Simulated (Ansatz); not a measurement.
C2H7NSSi, SMILES `CN(C)[Si]S`. Charge 0, multiplicity 1.

```xyz
12

C    -0.973    0.262    0.396
N     0.293   -0.045   -0.223
C     0.132   -0.865   -1.411
Si    1.914    0.353    0.186
S     1.800    1.353    2.107
H    -1.688    0.604   -0.361
H    -1.406   -0.617    0.888
H    -0.871    1.059    1.130
H    -0.494   -0.358   -2.155
H    -0.338   -1.825   -1.169
H     1.107   -1.069   -1.862
H     0.524    1.147    2.475
```

Question: Give the diagnostics of a CCSD(T)/def2-TZVPP run (frozen core, Ansatz). (An estimate is asked.)

Answer: Computed: T1 = 0.0140, largest single amplitude 0.044, largest double 0.068, (T) share of the correlation energy 4.3 %, 10 CCSD cycles. The RHF solution is stable towards an unrestricted one. T1 lies under the customary mark of 0.02 for closed shells.
